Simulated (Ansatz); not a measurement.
The cluster Ag₂O⁺, relaxed as a doublet with UKS r2SCAN-D4/def2-TZVP in Ansatz, starting from the GFN2-xTB geometry. Force threshold 0.02 eV/Å.

In the def2 sets Ag takes a core potential; there is no spin–orbit coupling. The relaxation made no stability test and no search for a lower SCF solution. The structure comes from a short search, and lower isomers may exist.

Start:

```
atom   x (Å)   y (Å)   z (Å)
 Ag1   0.587  -0.820  -1.123
 Ag2  -0.243   0.184   1.478
  O3  -0.344   0.637  -0.356
```

| step | energy (eV) | largest force component (eV/Å) | SCF passes |
| --- | --- | --- | --- |
| 1 | -10039.8143 | 2.682 | 79 |
| 2 | -10040.1530 | 0.980 | 30 |
| 3 | -10040.2961 | 0.129 | 29 |
| 4 | -10040.3168 | 0.360 | 29 |
| 5 | -10040.3418 | 0.125 | 29 |
| 6 | -10040.3437 | 0.015 | 23 |
| 7 | -10040.3440 | 0.004 | 23 |
| 8 | -10040.3441 | 0.001 | 23 |

Force components are those of the run's own axes.

End:

Cartesian coordinates in Å:
```
Ag 0.643 -0.831 -1.677
Ag -0.480 0.529 1.845
O -0.163 0.302 -0.169
```

By distances, no bond broke or formed, bridged metal pairs apart. The bond that changes most is Ag1–O3, from 1.89 to 2.05 Å (atoms count from 1). Metal–metal contacts that move far: Ag1–Ag2 2.91 to 3.94 Å.

The force fell under the threshold at step 6, but the optimiser went on. No frequencies were taken in this run, so the end may be a saddle point.

Hardware: 4 threads of Arm Neoverse V2 on a shared host. Wall time 16 s.
